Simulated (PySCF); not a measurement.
# Fractional electron number in Mn (manganese, neutral)

The 4s beta orbital of [Ar] 3d5 4s2 is emptied in steps (occupation f), with all orbitals relaxed, ending at [Ar] 3d5 4s1. All numbers are calculated (PySCF 2.14, no relativity, point nucleus, in def2-TZVP (6s4p4d1f, 45 functions)). The exact energy is a straight line in f; departures are measured from the line between the end points of the same method.

```json
{"f": "1", "UHF (eV)": "0.000", "LDA (eV)": "0.000", "PBE (eV)": "0.000"}
{"f": "0.8", "UHF (eV)": "0.026", "LDA (eV)": "-0.470", "PBE (eV)": "-0.446"}
{"f": "0.6", "UHF (eV)": "0.037", "LDA (eV)": "-0.708", "PBE (eV)": "-0.670"}
{"f": "0.4", "UHF (eV)": "0.035", "LDA (eV)": "-0.709", "PBE (eV)": "-0.669"}
{"f": "0.2", "UHF (eV)": "0.022", "LDA (eV)": "-0.473", "PBE (eV)": "-0.441"}
{"f": "0", "UHF (eV)": "0.000", "LDA (eV)": "0.000", "PBE (eV)": "0.000"}
```

```
method  E(f=0) − E(f=1) (eV)  −ε at f=1 (eV)  −ε at f=0.4 (eV)
   UHF                 5.978           6.152             5.940
   LDA                 7.519           4.594             8.106
   PBE                 7.203           4.425             7.770
```

Orbital energy along the path (eV):

```json
{"f": "1", "UHF": "-6.152", "LDA": "-4.594", "PBE": "-4.425"}
{"f": "0.8", "UHF": "-6.069", "LDA": "-5.746", "PBE": "-5.527"}
{"f": "0.6", "UHF": "-5.999", "LDA": "-6.920", "PBE": "-6.642"}
{"f": "0.4", "UHF": "-5.940", "LDA": "-8.106", "PBE": "-7.770"}
{"f": "0.2", "UHF": "-5.890", "LDA": "-9.297", "PBE": "-8.916"}
{"f": "0", "UHF": "-5.847", "LDA": "-10.373", "PBE": "-9.292"}
```

Reference removal energy between the ground levels: 7.434 eV (measured; NIST Atomic Spectra Database, ionization energies). UHF lacks correlation.
